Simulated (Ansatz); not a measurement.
`N[SiH2][SiH2]Cl` + `O[SiH](O)F` → `O[SiH](F)O[SiH2]Cl` + `N[SiH3]`  (cleavage of the Si–Si bond)

Computed with Ansatz on PBE0-D4/def2-TZVP structures; ΔE is electronic, products minus reactants. CBS: MP2 limit from def2 TZ/QZ plus the TZ coupled-cluster correction, frozen cores. This one scheme is used for every species. Functionals use def2-TZVPP. One conformer a species, not always the lowest.

```
             species  PBE0 energy (Eh)
   `N[SiH2][SiH2]Cl`       -1097.21227
        `O[SiH](O)F`        -541.51228
`O[SiH](F)O[SiH2]Cl`       -1291.65598
           `N[SiH3]`        -347.10904
```

Problem. Work out ΔE.

Solution. ΔE = (-1291.65598) + (-347.10904) − (-1097.21227) − (-541.51228) = -0.04047 Eh = -106.3 kJ/mol. CCSD(T)/CBS gives -124.8 kJ/mol.

Largest T1 diagnostic among the species: 0.011.

In def2-TZVPP, CCSD(T) changes the Hartree–Fock value by +22.6 kJ/mol (the triples alone add +2.8 kJ/mol) and MP2 by +16.6 kJ/mol. Leaving LDA and LC-ωPBE aside and taking each functional with its dispersion term where it has one, the values, not all of them listed here, spread over 37.1 kJ/mol, from BHLYP-D4 to PBE-D4. LDA lies −4.4 kJ/mol from PBE without D4. From BLYP to BHLYP (50 % exact exchange), in def2-TZVPP and without D4, ΔE moves by −18.2 kJ/mol.
